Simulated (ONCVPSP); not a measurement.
Configuration tests for tungsten (W) (ONCV)

```
Element                 : W
Generator               : ONCVPSP 4.0.1
Type                    : optimised norm-conserving Vanderbilt (ONCV)
Functional              : PBE
Relativity              : scalar-relativistic
Frozen core             : [Xe] 4f14
Valence charge          : 6
Reference configuration : 5d4 6s2
Partial waves           : 6s: rc 2.95 bohr, ncon 3, nbas 7, qcut 2.6 1/bohr, 3 projectors, debl 3.5 Ha; p scattering state at 0.41 Ha: rc 2.60 bohr, ncon 4, nbas 8, qcut 3.6 1/bohr, 2 projectors, debl 3.4 Ha; 5d: rc 1.90 bohr, ncon 4, nbas 7, qcut 4.4 1/bohr, 2 projectors, debl 3.6 Ha
Local potential         : polynomial inside 1.45 bohr (lpopt 5, dvloc0 0 Ha)
Core correction         : Teter function, fcfact 2.75, rcfact 1.65
```

In the p channel the program set the typed energies aside and used 0.050, 3.450 Ha.

Energies are relative to the spin-unpolarised reference configuration 5d4 6s2; without spin polarisation the order of configurations can differ from experiment.

```tsv
valence configuration	charge	ΔE all-electron (eV)	error AE − PS (meV)
5d4 6s1	+1	8.883	-55
5d3 6s0	+3	49.946	-631
5d3 6s2	+1	8.830	-45
```

What are ΔE and the potential's error for 5d4 6s0?

ΔE = 24.564 eV all-electron; the error (AE − PS) is -288 meV.

Levels in the configuration 5d3 6s0:

```csv
level,all-electron (eV),pseudo (eV)
5d,-31.108,-31.576
```

Note: no bound ghost flagged; GHOST(+) flagged for p at 30.5 eV, s at 57.8 eV, d at 182.4 eV, s at 227.7 eV.
